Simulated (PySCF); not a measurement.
germylsilane cation (GeH₆Si), SMILES [SiH3][GeH3] (connectivity only; charge and spin as stated), charge +1, multiplicity 2. Atoms are numbered in the order given.

```xyz
8

Si     0.0000     0.0000     1.8968
Ge     0.0000     0.0000    -0.9224
H      0.0000    -1.4564     2.1015
H      1.2612     0.7282     2.1015
H     -1.2612     0.7282     2.1015
H     -1.3108    -0.7568    -1.1142
H      0.0000     1.5135    -1.1142
H      1.3108    -0.7568    -1.1142
```
Charge +1, spin multiplicity 2.

Coordinates come from a B3LYP-D3(BJ)/def2-TZVP optimisation. The spin state was assumed, not searched.

Calculation: B3LYP/def2-TZVPD in PySCF.

Mulliken values depend strongly on the basis, most of all with diffuse functions as here. ESP charges are fitted to the potential on shells at 1.4 to 2.0 van der Waals radii. Atomic charges (e):

| atom | meta-Löwdin | ESP fit | Mulliken | Mulliken spin |
|---|---|---|---|---|
| Si1 | 0.54 | [?] | 0.34 | 0.50 |
| Ge2 | 0.43 | [?] | 0.19 | 0.47 |
| H3 | -0.02 | [?] | 0.05 | 0.01 |
| H4 | -0.02 | [?] | 0.05 | 0.01 |
| H5 | -0.02 | [?] | 0.05 | 0.01 |
| H6 | 0.02 | [?] | 0.11 | 0.00 |
| H7 | 0.02 | [?] | 0.11 | 0.00 |
| H8 | 0.02 | [?] | 0.11 | 0.00 |

Task: Complete the blanks. (Estimate from the structure and the level; the computed values follow.)

Result: 
- Si1, ESP fit: 0.49
- Ge2, ESP fit: 0.47
- H3, ESP fit: 0.00
- H4, ESP fit: 0.00
- H5, ESP fit: 0.00
- H6, ESP fit: 0.01
- H7, ESP fit: 0.02
- H8, ESP fit: 0.01
